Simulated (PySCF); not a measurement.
C3H5, SMILES C=[C]C (connectivity only; charge and spin as stated), charge +1, multiplicity 1.

Coordinates come from a TPSSh-D3(BJ)/def2-TZVP optimisation. The multiplicity is an assumed one; other spin states were not compared. The isomer is the one that the SMILES or the coordinates give; other isomers of the formula were not compared.

Level of theory: TDA-CAM-B3LYP/def2-SVPD (PySCF).

Vertical excitations. Gas-phase values at a fixed geometry. State labels are in the subgroup Cs.

Computed UV-visible absorptions:
```tsv
state	symmetry	energy (eV)	λ (nm)	f	main pairs
S1	A"	3.39	365	0.000	HOMO→LUMO 99 %
S2	A'	7.61	163	0.010	HOMO−1→LUMO 50 %, HOMO→LUMO+1 37 %, HOMO−4→LUMO 9 %
S3	A"	7.99	155	0.005	HOMO−2→LUMO 98 %
S4	A'	8.50	146	0.003	HOMO−3→LUMO 90 %
S5	A'	8.87	140	0.660	HOMO−1→LUMO 41 %, HOMO−4→LUMO 29 %, HOMO→LUMO+1 21 %
S6	A"	9.38	132	0.017	HOMO→LUMO+2 97 %
S7	A"	10.25	121	0.002	HOMO−1→LUMO+1 90 %
S8	A'	10.79	115	1.043	HOMO−4→LUMO 34 %, HOMO→LUMO+1 30 %, HOMO−2→LUMO+1 22 %
S9	A"	11.08	112	0.026	HOMO→LUMO+3 88 %
S10	A'	11.39	109	0.082	HOMO−5→LUMO 90 %
T1	A"	2.80	442	0	HOMO→LUMO 98 %
T2	A'	5.19	239	0	HOMO→LUMO+1 95 %
T3	A'	6.48	191	0	HOMO−1→LUMO 97 %
T4	A'	7.51	165	0	HOMO−3→LUMO 89 %
```
Triplets are in the Tamm–Dancoff approximation.
